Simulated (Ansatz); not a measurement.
Mg₄Te₄. Total charge 0; singlet. Geometry PBE-D4/def2-SVP; atoms count from 1.

Cartesian coordinates in Å:
```
Mg -1.469 0.170 -1.250
Mg 1.458 -0.955 -0.843
Mg -0.594 -0.976 1.563
Mg 0.605 1.761 0.529
Te 0.846 1.395 -2.235
Te 2.098 -0.244 1.787
Te -0.863 -2.518 -0.758
Te -2.082 1.366 1.206
```

In the def2 sets Te takes a core potential; there is no spin–orbit coupling. The structure comes from a short search, and lower isomers may exist.

**Question.** Estimate the Mulliken populations from the PBE0/def2-TZVP orbitals of Ansatz.

**Answer.** 
```tsv
atom	charge (e)
Mg1	0.58
Mg2	0.58
Mg3	0.58
Mg4	0.58
Te5	-0.58
Te6	-0.58
Te7	-0.58
Te8	-0.58
```
Mulliken values and Mayer orders depend strongly on the basis.

**Question.** And the Mayer bond orders between bonded heavy atoms (over 0.3)?

**Answer.** Mg1–Te5 0.67 (2.80 Å); Mg1–Te7 0.67 (2.80 Å); Mg1–Te8 0.67 (2.80 Å); Mg2–Te5 0.67 (2.80 Å); Mg2–Te6 0.67 (2.80 Å); Mg2–Te7 0.67 (2.80 Å); Mg3–Te6 0.67 (2.80 Å); Mg3–Te7 0.67 (2.80 Å); Mg3–Te8 0.67 (2.80 Å); Mg4–Te5 0.67 (2.80 Å); Mg4–Te6 0.67 (2.80 Å); Mg4–Te8 0.67 (2.80 Å).
